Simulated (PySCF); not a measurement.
Changes within a family of molecules, several properties at once.

PySCF, B3LYP/def2-SVPD, density fitting, gas phase; each molecule at its own PBE0-D3(BJ)/def2-SVP geometry, one conformer. Singlet excitations by full TDDFT with frozen cores and triplets by Tamm–Dancoff TDDFT. 

Reference: `[Cl][Ge][Cl]`, with HOMO energy -8.09 eV, LUMO energy -3.41 eV, lowest singlet excitation 3.86 eV, lowest triplet excitation 2.85 eV, mean polarisability 61.2 au and dipole moment 2.15 D.

Changes against it:

| molecule | change | Δ HOMO energy (eV) | Δ LUMO energy (eV) | Δ lowest singlet excitation (eV) | Δ lowest triplet excitation (eV) | Δ mean polarisability (au) | Δ dipole moment (D) |
| --- | --- | --- | --- | --- | --- | --- | --- |
| [F][Ge][F] | ligand (both): Cl to F | -0.88 | +0.42 | +1.57 | +0.88 | -31.6 | +0.54 |
| [NH2][Ge][NH2] | ligand (both): Cl to NH2 | +1.37 | +2.51 | +1.41 | +0.87 | -8.8 | -0.75 |
| [Br][Ge][Br] | ligand (both): Cl to Br | +0.40 | -0.07 | -0.51 | -0.30 | +18.2 | -0.28 |

Rows whose labels were lost:

```json
{"row": "P", "Δ HOMO energy (eV)": "+1.35", "Δ LUMO energy (eV)": "+0.11", "Δ lowest singlet excitation (eV)": "-1.43", "Δ lowest triplet excitation (eV)": "-1.46", "Δ mean polarisability (au)": "-23.9", "Δ dipole moment (D)": "-1.90"}
{"row": "Q", "Δ HOMO energy (eV)": "+0.95", "Δ LUMO energy (eV)": "-0.15", "Δ lowest singlet excitation (eV)": "-1.17", "Δ lowest triplet excitation (eV)": "-0.72", "Δ mean polarisability (au)": "+51.2", "Δ dipole moment (D)": "-0.72"}
```

Q: Which row belongs to which of `[I][Ge][I]` (ligand (both): Cl to I) and `[H][Ge][H]` (ligand (both): Cl to H)?

A: P = `[H][Ge][H]` and Q = `[I][Ge][I]`. P and Q are told apart most clearly by the mean polarisability (-23.9 against +51.2 au).

Q: Which row has the smallest HOMO–LUMO gap and which the largest, and does the HOMO or the LUMO shift more there?

A: Smallest, counted from the reference: P, -1.24 eV (HOMO +1.35, LUMO +0.11), the larger shift being that of the HOMO. Largest: `[F][Ge][F]`, +1.30 eV (HOMO -0.88, LUMO +0.42), the larger shift being that of the HOMO.
